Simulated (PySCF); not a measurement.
SMILES [Br][Ge]([CH2]C)([CH3])[Br] (PBE0/def2-SVP optimised geometry):

```
14

C      1.088    -1.493     0.062
C      0.475    -0.100     0.000
Ge    -1.475    -0.100     0.000
C     -2.361    -1.018    -1.461
Br    -2.188     2.107     0.000
Br    -2.190    -1.077     1.983
H      0.807    -2.107    -0.808
H      0.770    -2.032     0.967
H      2.188    -1.437     0.078
H      0.782     0.443    -0.910
H      0.786     0.518     0.856
H     -2.067    -2.078    -1.468
H     -3.450    -0.948    -1.333
H     -2.079    -0.550    -2.416
```

Method: PBE0/def2-TZVP in PySCF.

Q: What are the frontier orbital energies and the dipole moment?

A: HOMO-2 -8.36 eV, HOMO-1 -8.12 eV, HOMO -7.99 eV, LUMO -0.65 eV, LUMO+1 0.40 eV; dipole moment 3.16 D.

On the same geometry PBE/def2-TZVP run with PySCF gives HOMO-2 -7.04 eV, HOMO-1 -6.84 eV, HOMO -6.76 eV, LUMO -1.57 eV, LUMO+1 -0.47 eV; dipole moment 3.08 D.

Meta-Löwdin charges at PBE0/def2-TZVP: C1 -0.34, C2 -0.40, Ge3 0.83, C4 -0.56, Br5 -0.29, Br6 -0.29, H7 0.11, H8 0.12, H9 0.12, H10 0.13, H11 0.13, H12 0.14, H13 0.15, H14 0.14.
